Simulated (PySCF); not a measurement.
From one molecule to another.

First species: C7H11N.
Atom-mapped SMILES: `[CH2:1]=[C:2]1[CH2:3][CH2:4][C@H:5]1/[CH:6]=[N:7]\[CH3:8]` (hydrogens: H9, H10 on C1; H11, H12 on C3; H13, H14 on C4; H15 on C5; H16 on C6; H17, H18, H19 on C8)

Second species: C4H10ClNSi.
SMILES: `Cl[SiH2]N1CCCC1`

Levels: CAM-B3LYP/def2-SVPD for HOMO energy, LUMO energy, HOMO–LUMO gap and static isotropic polarisability; TDDFT CAM-B3LYP/def2-SVPD for lowest singlet excitation; TDA CAM-B3LYP/def2-SVPD for lowest triplet excitation (Tamm–Dancoff). Geometries: GFN2-xTB. Each species is one conformer at its optimised geometry, gas phase, non-relativistic unless stated; the electronic structure was computed with PySCF and density fitting.

Dipoles, sizes and rotational constants follow the conformer. The torsions of the flexible species, by atom-mapped SMILES:
- `[CH2:1]=[C:2]1[CH2:3][CH2:4][C@H:5]1/[CH:6]=[N:7]\[CH3:8]`: C4–C5–C6–N7 -81°

The conformers of `Cl[SiH2]N1CCCC1` aren't listed.

Question: Which has the higher HOMO energy?

Answer: The second: -7.69 eV against -8.12 eV, a difference of 0.43 eV.

Question: Which of the two has the higher static isotropic polarisability, and by how much?

Answer: The second: 89.7 au against 89.2 au, a difference of 0.5 au.

Question: Which has the higher S1 energy?

Answer: The second: 5.66 eV against 4.80 eV, a difference of 0.86 eV.

Question: Which of the two has the higher LUMO energy, and by how much?

Answer: The second: 1.16 eV against 0.81 eV, a difference of 0.35 eV.

Question: Which of the two has the higher HOMO–LUMO gap, and by how much?

Answer: The first: 8.93 eV against 8.85 eV, a difference of 0.08 eV.

Question: Which of the two has the higher T1 energy, and by how much?

Answer: The second: 5.53 eV against 4.07 eV, a difference of 1.46 eV.

On the first: S1 lies 4.13 eV below the HOMO–LUMO gap; its leading configuration is HOMO→LUMO, weight 0.56. The vertical singlet–triplet gap S1 − T1 is 0.73 eV (TDDFT singlet less Tamm–Dancoff triplet; S1: HOMO→LUMO, weight 0.56; T1: HOMO→LUMO, weight 0.53).

On the second: The vertical singlet–triplet gap S1 − T1 is 0.13 eV (TDDFT singlet less Tamm–Dancoff triplet; S1: HOMO→LUMO+1, weight 0.90; T1: HOMO→LUMO+1, weight 0.87). No computed singlet falls in the visible range (750 to 380 nm, 1.65 to 3.26 eV); S1 lies 2.40 eV above its blue end.
